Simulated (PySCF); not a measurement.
Correlation energy of Tl⁶⁸⁺ (thallium, charge +68)

[Ne] 3s2 3p1, 2P determinant. All numbers are calculated (PySCF 2.14, the spin-free X2C one-electron Hamiltonian (Gaussian nucleus), in an uncontracted even-tempered set (17 s from 20 bohr⁻², ratio 2.5; 12 p from 26 bohr⁻², ratio 2.5; 4 d from 100 bohr⁻², ratio 2.7; 4 f from 150 bohr⁻², ratio 2.7)). Frozen: 1s2; 11 electrons correlated; the 17 highest virtual orbitals of each spin left out.

```csv
level,correlation energy (mhartree)
CCSD,-526.38
(T),-0.31
CCSD(T),-526.69
```

Diagnostics: T1 = 0.00021, D1 = 0.0009, largest double amplitude 0.026.

Q: Is a single reference adequate?

A: Yes, within this model without spin-orbit coupling: T1 lies below 0.03 and no double amplitude reaches 0.07.

At this charge the one-electron X2C treatment keeps the bare 1/r₁₂, with no two-electron picture change or Breit term. The effect here is smaller than on the frozen 1s shell; and a scalar Hamiltonian misses the large spin-orbit splitting of the p shells, which matters for ns² → np² pairs.
